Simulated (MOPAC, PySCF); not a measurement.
C2H4BN, SMILES `BCC#N` (H–B–C–C torsion 89°), neutral singlet in the gas phase. 

Cartesian coordinates (Å):
SMILES: BCC#N
```xyz
8

B     -1.0713     0.3392    -0.0051
C      0.1925    -0.5835     0.2461
C      1.2777     0.2302    -0.2948
N      2.0764     0.9244    -0.7381
H     -1.6598     0.2564    -1.0311
H     -1.3809     1.1390     0.8135
H      0.1646    -1.5266    -0.2992
H      0.3964    -0.7718     1.3000
```
Charge 0, multiplicity 1.

All levels are single points at this geometry (M06-2X/def2-TZVP); Pople sets use spherical d functions. Orbital energies aren't observables, and empty levels follow the basis.

| level | HOMO (eV) | LUMO (eV) | gap (eV) | dipole (D) | vertical IE, Delta-SCF (eV) |
|---|---|---|---|---|---|
| M06-2X/def2-TZVP in PySCF | -10.57 | -1.26 | 9.30 | 3.89 | 11.91 |
| PBE-D3(BJ)/def2-TZVP in PySCF | -7.99 | -3.25 | 4.73 | 3.72 | – |
| B3LYP/6-311+G** in PySCF | -9.10 | -2.47 | 6.63 | 3.89 | – |
| BP86/6-31G* in PySCF | -7.80 | -2.99 | 4.80 | 3.52 | – |
| M06-2X/6-31G* in PySCF | -10.35 | -0.90 | 9.45 | 3.65 | – |
| PBE/6-31G* in PySCF | -7.69 | -2.92 | 4.77 | 3.49 | – |
| HF/STO-3G in PySCF | -10.73 | 5.76 | 16.49 | 3.01 | – |
| PM3 in MOPAC | -12.23 | -0.34 | 11.89 | 2.87 | – |
| PM6 in MOPAC | -11.62 | -0.67 | 10.96 | 3.47 | – |
